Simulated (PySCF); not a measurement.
# Sc¹⁷⁺ (scandium, charge +17): Hartree-Fock from Schrödinger to Dirac-Coulomb-Breit

Occupied: 1s1/2, 2s1/2. Hartree-Fock calculated with PySCF 2.14 in an even-tempered Gaussian basis (19 s from 1.2 bohr⁻², ratio 2.3; 13 p from 1.4 bohr⁻², ratio 2.3), Gaussian nucleus throughout. NR is non-relativistic, sf-X2C the spin-free one-electron X2C Hamiltonian, X2C adds the bare one-electron spin-orbit term, X2C-SNSO screens it by Boettger's factors, DC is four-component Dirac-Coulomb, and the Gaunt and Breit terms are added at first order (total energies over the DC spinors, levels after relaxing the spinors in that mean field). QED terms are absent. Levels marked empty are virtual spinors of this ion.

```csv
Hamiltonian,E (hartree),E − E(DC) (hartree),CPU seconds
NR,-519.0694,3.1376,0.26
sf-X2C,-522.1375,0.0694,0.15
X2C,-522.1375,0.0694,0.15
X2C-SNSO,-522.1375,0.0694,0.15
DC,-522.2070,0.0000,2.3
DC+Gaunt,-522.0642,0.1428,4
DC+Breit,-522.0667,0.1403,34
```

**Question.** Give the 2p spin-orbit interval with each Hamiltonian that has one.

**Answer.** X2C 6.584; X2C-SNSO 5.953; DC 6.026; DC+Gaunt 5.778; DC+Breit 5.778 (eV).

| level (eV) | NR | sf-X2C | X2C | X2C-SNSO | DC | DC+Gaunt | DC+Breit |
| --- | --- | --- | --- | --- | --- | --- | --- |
| 1s1/2 | -5436.2 | -5465.1 | -5465.1 | -5465.1 | -5466.8 | -5463.4 | -5463.4 |
| 2s1/2 | -1199.4 | -1207.6 | -1207.6 | -1207.6 | -1207.7 | -1207.4 | -1207.4 |
| 2p1/2 (empty) | -1088.0 | -1090.5 | -1094.9 | -1094.5 | -1094.6 | -1094.0 | -1094.1 |
| 2p3/2 (empty) | -1088.0 | -1090.5 | -1088.4 | -1088.6 | -1088.6 | -1088.2 | -1088.3 |
| 3s1/2 (empty) | -476.81 | -479.29 | -479.29 | -479.29 | -479.33 | -479.24 | -479.25 |

Weight of the small component: 1s1/2 0.00572, 2s1/2 0.00123, 2p1/2 0.00118, 2p3/2 0.00117, 3s1/2 0.000477.

Koopmans' value for the highest occupied level at DC+Breit: 1207.4 eV, against an ionisation energy of 1213.1 ± 0.4 eV (semi-empirical (NIST evaluation); NIST Atomic Spectra Database, ionization energies); the former lacks relaxation, correlation, QED and recoil.

The whole ladder took 42 s of wall time on 1 thread of Neoverse-V2 (shared host), launched as `OMP_NUM_THREADS=1 python relrun2.py TASK.json OUT` (a driver that calls PySCF for each Hamiltonian).
